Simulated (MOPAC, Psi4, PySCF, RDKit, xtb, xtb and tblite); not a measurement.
Two geometries of SMILES B[SiH2][SiH2][Si](F)(F)F, relaxed at GFN2-xTB with one dihedral held; other torsions can differ between them too.

Structure A

```
13

B      2.3541    -0.2673     0.5648
Si     1.2046     0.4958    -0.8273
Si     0.7376     2.7772    -0.5653
Si     0.5715     3.3192     1.6438
F      1.8943     3.8439     2.3645
F     -0.5065     4.3539     2.1975
F      0.2399     2.0251     2.5267
H      2.4614    -1.4220     0.7131
H      3.0204     0.4160     1.2412
H      1.8278     0.3696    -2.1627
H     -0.0882    -0.1966    -1.0048
H      1.7755     3.6588    -1.1313
H     -0.4993     3.2449    -1.2147
```

Structure B

```
13

B     -2.6070    -0.1784     0.4156
Si    -1.4128     0.5474    -0.9468
Si    -1.8056    -0.4142    -3.0547
Si    -3.9668    -1.1149    -3.2403
F     -4.2724    -2.6516    -2.9449
F     -4.8320    -0.8783    -4.5569
F     -4.8827    -0.4047    -2.1351
H     -2.7977    -1.3309     0.4848
H     -3.1963     0.5002     1.1627
H      0.0148     0.2770    -0.6738
H     -1.4290     2.0128    -1.1304
H     -0.9578    -1.5891    -3.3249
H     -1.5399     0.4740    -4.1994
```

Problem. Which is lower in energy at the level DF-MP2 (frozen core)/cc-pVTZ // GFN2-xTB (Psi4), and by how much?

Solution. B is lower, by 1.77 kJ/mol (dihedral H8–B1–Si2–Si3: 165° in A, 45° in B).

E(B) − E(A) in kJ/mol at the other levels, on the same two geometries: GFN2-xTB (xtb and tblite) -3.56; B3LYP/def2-SVP // GFN2-xTB (Psi4) -2.54; B3LYP-D3(BJ)/def2-SVP // GFN2-xTB (Psi4) -3.00; PBE/def2-SVP // GFN2-xTB (Psi4) -3.27; PBE-D3(BJ)/def2-SVP // GFN2-xTB (Psi4) -3.52; HF/cc-pVTZ // GFN2-xTB (Psi4) -0.16; UFF // GFN2-xTB (RDKit) 0.82; PM6, restricted, heats of formation // GFN2-xTB (MOPAC) -0.10; PM7, restricted, heats of formation // GFN2-xTB (MOPAC) 0.06; GFN1-xTB // GFN2-xTB (xtb) -3.52; restricted B3LYP/6-31G*, spherical d, density fitting // GFN2-xTB (PySCF) -1.73; restricted MP2 (frozen core)/6-31G*, spherical d // GFN2-xTB (PySCF) -1.24; restricted LDA (SVWN5)/6-31G*, spherical d, density fitting // GFN2-xTB (PySCF) -2.93; restricted Hartree-Fock/6-31G*, spherical d, density fitting // GFN2-xTB (PySCF) -0.01.
